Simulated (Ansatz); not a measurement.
`[F][Sc]([F])[Cl]`, relaxed with RKS PBE0-D4/def2-TZVP in Ansatz from a PBE-D4/def2-SVP geometry. The force threshold is 0.005 eV/Å; the program also tests the step.

The species carries charge 0 and has multiplicity 1.

Start:

```xyz
4

F    -0.932    1.547    0.500
Sc    0.046    0.093    0.018
F     1.718    0.392   -0.632
Cl   -0.832   -2.032    0.114
```

Task: By how much does the energy fall, and how many steps does the optimiser take? (Best estimate.)

Result: Ansatz gave: 0.04 kcal/mol, in 3 steps.

Task: Which bonds change most? (Estimate.)

Result: The calculation gave: Sc2–F3 from 1.818 to 1.825 Å; F1–Sc2 from 1.819 to 1.825 Å; Sc2–Cl4 from 2.301 to 2.297 Å.

Task: Give the relaxed structure. (An estimate is asked.)

Result: Computed: 
```xyz
4

F    -0.938    1.546    0.512
Sc    0.039    0.094   -0.006
F     1.729    0.387   -0.627
Cl   -0.830   -2.028    0.121
```
